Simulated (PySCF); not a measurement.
Se(Br)(SH) (BrHSSe), SMILES S[Se]Br. The structure is a stationary point at B3LYP-D3(BJ)/def2-SVP. Other conformers were not sampled.

Give the equilibrium geometry at B3LYP-D3(BJ)/def2-SVP (PySCF confirms it by a frequency run) as a Z-matrix. (An estimate is asked for; the answer gives what the named calculation found.)

One answer among several that fit: 
```
Se
S 1 2.1932
H 2 1.3590 1 98.29
Br 1 2.3856 2 104.62 3 86.67
```
Charge 0, spin multiplicity 1.
